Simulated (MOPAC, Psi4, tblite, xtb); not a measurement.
Intermolecular potential of CHN ··· H4Ge (SMILES C#N and [GeH4]), singlet. Monomers: optimised at B3LYP-D3(BJ) (def2-TZVP), held rigid. Orientation: a higher rigid-body minimum at GFN2-xTB. Only R, the distance of the centres of mass, is varied, so the lowest point isn't the relaxed dimer.

Geometry at R = 4.01 Å (first 3 atoms: monomer A):
```
8

C     -0.0265     0.0009     0.0000
N      1.1189    -0.0425     0.0000
H     -1.0924     0.0416     0.0000
Ge    -2.7213    -0.8541     2.2020
H     -3.4839    -0.7822     0.8708
H     -1.5647    -1.8566     2.0760
H     -3.6760    -1.3112     3.3149
H     -2.1607     0.5337     2.5465
```

- AM1, restricted, heats of formation (MOPAC)
- GFN1-xTB (xtb)
- GFN2-xTB (tblite)
- SAPT0/jun-cc-pVDZ, frozen core (Psi4)

Interaction energies in kcal/mol; the last columns give the difference from SAPT0:

```csv
R / Å,AM1,GFN1-xTB,GFN2-xTB,SAPT0/jun-cc-pVDZ,AM1 − SAPT0/jun-cc-pVDZ,GFN1-xTB − SAPT0/jun-cc-pVDZ,GFN2-xTB − SAPT0/jun-cc-pVDZ
3.45,2.52,-1.99,0.22,6.47,-3.95,-8.46,-6.25
3.59,1.28,-3.01,-1.10,4.22,-2.95,-7.23,-5.32
3.83,0.30,-3.59,-2.03,1.97,-1.67,-5.56,-4.00
4.01,0.06,-3.49,-2.13,1.09,-1.03,-4.58,-3.22
4.21,-0.02,-3.15,-1.99,0.55,-0.56,-3.69,-2.53
4.41,-0.03,-2.72,-1.73,0.27,-0.29,-2.99,-2.00
4.72,-0.01,-2.08,-1.30,0.09,-0.10,-2.17,-1.39
5.05,-0.01,-1.50,-0.92,0.03,-0.04,-1.53,-0.95
5.55,0.00,-0.86,-0.53,0.02,-0.02,-0.88,-0.55
6.18,0.00,-0.39,-0.27,0.02,-0.02,-0.40,-0.29
7.18,0.00,-0.09,-0.11,0.01,-0.02,-0.10,-0.12
8.52,0.00,-0.01,-0.04,0.01,-0.01,-0.01,-0.05
```

AM1 is furthest from SAPT0/jun-cc-pVDZ at 3.45 (-3.95 kcal/mol, below); its mean absolute difference over the points is 0.89 kcal/mol.

GFN1-xTB is furthest from SAPT0/jun-cc-pVDZ at 3.45 (-8.46 kcal/mol, below); its mean absolute difference over the points is 3.13 kcal/mol.

GFN2-xTB is furthest from SAPT0/jun-cc-pVDZ at 3.45 (-6.25 kcal/mol, below); its mean absolute difference over the points is 2.22 kcal/mol.
